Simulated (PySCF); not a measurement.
In(Cl)(vinyl)(OH) (C2H4ClInO), SMILES C=[CH][In]([OH])[Cl].

Coordinates come from a B3LYP-D3(BJ)/def2-SVP optimisation. The structure was generated by enumeration; whether it is a known compound was not checked. The def2 effective core potentials stand for the cores of In; spin–orbit coupling is left out. Other conformers were not sampled.

Two levels are set side by side: TDA-PBE/def2-SVPD (PySCF) and TDA-ωB97X/def2-SVPD (PySCF). Vertical, same geometry. The lowest singlet is HOMO−1→LUMO 98 % with PBE and HOMO→LUMO 69 %, HOMO−3→LUMO 12 % with the other functional; states are paired by order. Differences are taken from unrounded values.

| quantity | TDA-ωB97X | TDA-PBE | TDA-PBE minus TDA-ωB97X |
|---|---|---|---|
| lowest singlet excitation (eV) | 5.83 | 4.60 | -1.23 |
| lowest triplet excitation (TDA) (eV) | 4.26 | 4.16 | -0.10 |

Functionals without exact exchange tend to place singlet excitations lower, as here. Differences between two approximate levels are no errors against the true value.

Rough cost on one machine, each run with all the roots and properties that it gave: TDA-ωB97X against TDA-PBE about 4 times.
